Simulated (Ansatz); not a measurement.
`[SeH][InH2]` + `B1CN1` → H₂Se + `[InH2][B]1CN1` at 700 K and 1 bar (redistribution).

Computed with Ansatz on PBE0-D4/def2-TZVP structures; ΔE is electronic, products minus reactants. CBS: MP2 limit from def2 TZ/QZ plus the TZ coupled-cluster correction, frozen cores. This one scheme is used for every species. def2 core potentials past Kr. For In, Se outer-core shells are correlated without core-valence functions, which leaves a few kJ/mol of doubt a bond. Scalar relativity is left out up to krypton.

```tsv
species	CCSD(T)/CBS energy (Eh)	H − E (kJ/mol)	S (J/(mol·K))
`[SeH][InH2]`	-2592.33228	98.7	369.7
`B1CN1`	-119.91915	185.9	321.1
H₂Se	-2401.89790	61.1	251.1
`[InH2][B]1CN1`	-310.30997	220.4	444.1
```

H − E and S are ideal-gas, rigid-rotor, harmonic terms from PBE0-D4/def2-TZVP. 1 Eh = 2625.50 kJ/mol, R = 8.31446 J/(mol·K).

Problem. By hand: ΔE, ΔH, ΔS and ΔG.

Solution. ΔE = (-2401.89790) + (-310.30997) − (-2592.33228) − (-119.91915) = 0.04356 Eh = 114.4 kJ/mol. Δ(H − E) = 61.1 + 220.4 − 98.7 − 185.9 = -3.1, so ΔH = 111.3 kJ/mol. ΔS = 251.1 + 444.1 − 369.7 − 321.1 = 4.4 J/(mol·K). ΔG = 111.3 − 700 × (4.4)/1000 = 108.2 kJ/mol.

Problem. By hand: the equilibrium constant, and the temperature at which ΔG would vanish if ΔH and ΔS stayed fixed.

Solution. log₁₀ K = −ΔG/(RT ln 10) = -8.1. ΔG = 0 at ΔH/ΔS = 25295 K, far beyond where these terms or the molecules hold.

The number of gas molecules stays the same, so ΔS is small and ΔH decides. A doubt of 5 kJ/mol in ΔE shifts log₁₀ K by 0.4 here. These are equilibria of isolated gas molecules and say nothing of rates. Largest T1 diagnostic: 0.015 (customary marks: 0.02 for closed shells, 0.045 for open ones).
